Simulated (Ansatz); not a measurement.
Cl$_{2}$Si (SMILES Cl[Si]Cl), singlet, geometry from GFN2-xTB; PBE0-DH/def2-SV(P) run with Ansatz (a program for electronic structure).

Here is a job for Ansatz.
Ansatz 0.2 input:
```yaml
crystal:
  periodic: [false, false, false]
  atoms:
    - {symbol: Si, position_ang: [0.00085030, 0.00527408, 0.92381323]}
    - {symbol: Cl, position_ang: [1.01602194, 1.21319412, -0.38826774]}
    - {symbol: Cl, position_ang: [-1.01672219, -1.21753748, -0.37251962]}
basis:
  gaussian:
    orbitals: def2-SV_P_.json
hamiltonian:
  xc: {name: PBE0-DH}
```
The basis file holds def2-SV(P) in the JSON format of the Basis Set Exchange.

What the program printed (banner, timings and long lists left out):

```
Functional definition: PBE0-DH
486 factors; integrals over basis functions are off by at most 8.1e-4 eV
mean field evaluation 1: about -32898.5238 eV, gradient 1.3e1 eV
mean field evaluation 2: about -32898.5605 eV, gradient 1.3e1 eV
mean field evaluation 4: about -32899.1177 eV, gradient 5.9e-1 eV
mean field evaluation 8: about -32899.1200 eV, gradient 6.0e-3 eV
mean field evaluation 16: about -32899.1200 eV, gradient 7.6e-6 eV
mean field -32899.11999506 eV, -1209.0203599939 hartree, gradient 7.5e-6 eV, S^2 0.000000; 0 other end points of the search recorded, 0 dependent functions left out
15 core orbitals not correlated
reference -32899.12000682 eV, -1209.0203604263 hartree; 9, 9 occupied and 30, 30 virtual orbitals, 486 factors
second order -11.61170347 eV of doubles, -0.00000000 eV of singles
Total energy: -32900.57146976 eV, -1209.0737007052 hartree
```
